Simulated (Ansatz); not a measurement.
C2H3O (SMILES C=C=[OH+]), charge +1, singlet, at a GFN2-xTB geometry, atoms displaced at random by about 0.08 Å a coordinate; Ansatz (an electronic-structure program) with B3LYP/def2-SVP, gradient.

Ansatz was given this input:
Ansatz 0.2 input:
```yaml
crystal:
  periodic: [false, false, false]
  atoms:
    - {symbol: C, position_ang: [-0.01902050, -0.11538510, -1.29530538]}
    - {symbol: C, position_ang: [0.04749564, 0.04350086, -0.05601341]}
    - {symbol: H, position_ang: [-0.08252491, 0.72515650, -1.74427508]}
    - {symbol: H, position_ang: [0.00945728, -1.13962144, -1.85174581]}
    - {symbol: O, position_ang: [-0.08276428, 0.12280037, 1.11784217]}
    - {symbol: H, position_ang: [-0.56874816, 0.20760877, 1.69222446]}
basis:
  gaussian:
    orbitals: def2-SVP
hamiltonian:
  xc: b3lyp
total_charge: 1
output: {forces: true}
```

The log (banner, timings and long lists left out):

```
Functional definition: B3LYP
571 factors; integrals over basis functions are off by at most 1.1e-3 eV
mean field evaluation 1: about -4143.5335 eV, gradient 7.2e1 eV
mean field evaluation 2: about -4139.6776 eV, gradient 8.7e1 eV
mean field evaluation 4: about -4153.2146 eV, gradient 3.6e0 eV
mean field evaluation 8: about -4153.2405 eV, gradient 2.3e-1 eV
mean field -4153.24065040 eV, -152.6287787347 hartree, gradient 3.1e-5 eV, S^2 0.000000; 0 other end points of the search recorded, 0 dependent functions left out
the calculation of the forces begins
reference -4153.24080299 eV, -152.6287843422 hartree; 11, 11 occupied and 46, 46 virtual orbitals, 571 factors
Total energy: -4153.24080299 eV, -152.6287843422 hartree
Atom 0 at    -0.019020    -0.115385    -1.295305 Å, force     0.664577    -7.698969     0.573515 eV/Å
Atom 1 at     0.047496     0.043501    -0.056013 Å, force    -1.210779    -1.012834     0.487204 eV/Å
Atom 2 at    -0.082525     0.725156    -1.744275 Å, force    -0.406861     6.560440    -4.360173 eV/Å
Atom 3 at     0.009457    -1.139621    -1.851746 Å, force     0.024275     1.663967     0.931130 eV/Å
Atom 4 at    -0.082764     0.122800     1.117842 Å, force    17.391394    -2.118654   -15.596715 eV/Å
Atom 5 at    -0.568748     0.207609     1.692224 Å, force   -16.462606     2.606050    17.965038 eV/Å
Dipole moment:    -0.216594    -0.011550     0.043836 e Å
```
